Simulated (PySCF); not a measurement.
Compound: CH5B2FO.
SMILES: `CBOBF`

Jobs on this species (10 atoms, 38 electrons) with PySCF (density fitting). Hardware of each: one thread, Arm Neoverse N1 (aarch64), on a shared host. Times come from a shared host and carry two figures at best. Peak memory is the resident size of the whole Python process, interpreter and libraries included.

| level and settings | work | basis functions | SCF cycles | wall time | peak memory |
| --- | --- | --- | --- | --- | --- |
| delta-SCF UKS PBE0, pcX-2 on the ionised atom, pcseg-1 elsewhere, spin-free X2C | ΔSCF core ionisation, 5 holes | 126 | ? | ? | ? |
| delta-SCF UKS SCAN, pcX-2 on the ionised atom, pcseg-1 elsewhere, non-relativistic | ΔSCF core ionisation, 5 holes | 126 | ? | ? | ? |
| delta-SCF UKS HF, pcX-2 on the ionised atom, pcseg-1 elsewhere, spin-free X2C | ΔSCF core ionisation, 5 holes | 126 | ? | ? | ? |
| delta-SCF UKS PBE, pcX-2 on the ionised atom, pcseg-1 elsewhere, spin-free X2C | ΔSCF core ionisation, 5 holes | 126 | 81 | 19 s | 0.44 GiB |
| delta-SCF UKS SCAN, pcX-2 on the ionised atom, pcseg-1 elsewhere, spin-free X2C | ΔSCF core ionisation, 5 holes | 126 | 84 | 29 s | 0.43 GiB |
| PBE0-D3(BJ)/def2-SVP, grid level 1 | geometry optimisation from a GFN2-xTB start shaken at random | 95 | 131 | 98 s | 0.38 GiB |
| delta-SCF UKS B3LYP, pcX-2 on the ionised atom, pcseg-1 elsewhere, spin-free X2C | ΔSCF core ionisation, 5 holes | 126 | 77 | 36 s | 0.46 GiB |
| delta-SCF UKS SCAN, def2-TZVP on the ionised atom, pcseg-1 elsewhere, spin-free X2C | ΔSCF core ionisation, 5 holes | 112 | 81 | 26 s | 0.37 GiB |
| delta-SCF UKS SCAN, pcX-1 on the ionised atom, pcseg-1 elsewhere, spin-free X2C | ΔSCF core ionisation, 5 holes | 105 | 82 | 23 s | 0.35 GiB |

Problem. Fill in the missing figures.

Solution. 
- delta-SCF UKS PBE0, pcX-2 on the ionised atom, pcseg-1 elsewhere, spin-free X2C; ΔSCF core ionisation, 5 holes: 34 s, 0.47 GiB, 76 SCF cycles
- delta-SCF UKS SCAN, pcX-2 on the ionised atom, pcseg-1 elsewhere, non-relativistic; ΔSCF core ionisation, 5 holes: 28 s, 0.41 GiB, 84 SCF cycles
- delta-SCF UKS HF, pcX-2 on the ionised atom, pcseg-1 elsewhere, spin-free X2C; ΔSCF core ionisation, 5 holes: 16 s, 0.47 GiB, 73 SCF cycles

Problem. What do all jobs in the table cost together?

Solution. About 5.2 min; the longest takes about 32 % of that, and about 6.1 times as long as the shortest.
